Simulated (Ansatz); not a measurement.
Ta(O)(Cl)3 cation (Cl3OTa), SMILES [O]=[Ta]([Cl])([Cl])[Cl] (connectivity only; charge and spin as stated), charge +1, multiplicity 2. Atoms are numbered in the order given.

```xyz
5

Ta    -0.0110    -0.0065    -0.0329
O      0.0762     0.0436    -1.8818
Cl     1.8863     1.0896     0.4898
Cl    -0.0516    -2.1645     0.5848
Cl    -1.8999     1.0378     0.5853
```
Charge +1, spin multiplicity 2.

Coordinates come from a B3LYP-D3(BJ)/def2-SVP optimisation. The multiplicity is an assumed one; no other spin state was optimised. The isomer is the one that the SMILES or the coordinates give; other isomers of the formula were not compared. The def2 effective core potentials stand for the cores of Ta; spin–orbit coupling is left out.

Two levels are set side by side: PBE-D3(BJ)/def2-SVP (Ansatz, a quantum-chemistry and plane-wave program) and B3LYP-D3(BJ)/def2-SVP (Ansatz). Each level has its own optimised geometry; the coordinates shown are those of the second. Differences are taken from unrounded values.

| quantity | B3LYP-D3(BJ) |
|---|---|
| mean bond length (Å) | 2.149 |
| bond Ta1–O2 (Å) | 1.852 |
| bond Ta1–Cl3 (Å) | 2.253 |
| bond Ta1–Cl4 (Å) | 2.245 |
| bond Ta1–Cl5 (Å) | 2.245 |

Problem. What does PBE-D3(BJ) give, and how far is it from B3LYP-D3(BJ)? (The exact figures need the calculation; the answer reports its results.)

Solution. 
```json
[
 {"quantity": "mean bond length (Å)", "PBE-D3(BJ)": "2.158", "PBE-D3(BJ) minus B3LYP-D3(BJ)": "0.010"},
 {"quantity": "bond Ta1–O2 (Å)", "PBE-D3(BJ)": "1.766", "PBE-D3(BJ) minus B3LYP-D3(BJ)": "-0.085"},
 {"quantity": "bond Ta1–Cl3 (Å)", "PBE-D3(BJ)": "2.301", "PBE-D3(BJ) minus B3LYP-D3(BJ)": "0.049"},
 {"quantity": "bond Ta1–Cl4 (Å)", "PBE-D3(BJ)": "2.283", "PBE-D3(BJ) minus B3LYP-D3(BJ)": "0.037"},
 {"quantity": "bond Ta1–Cl5 (Å)", "PBE-D3(BJ)": "2.283", "PBE-D3(BJ) minus B3LYP-D3(BJ)": "0.037"}
]
```

Exact exchange shortens and stiffens bonds; PBE has none. Differences between two approximate levels are no errors against the true value.
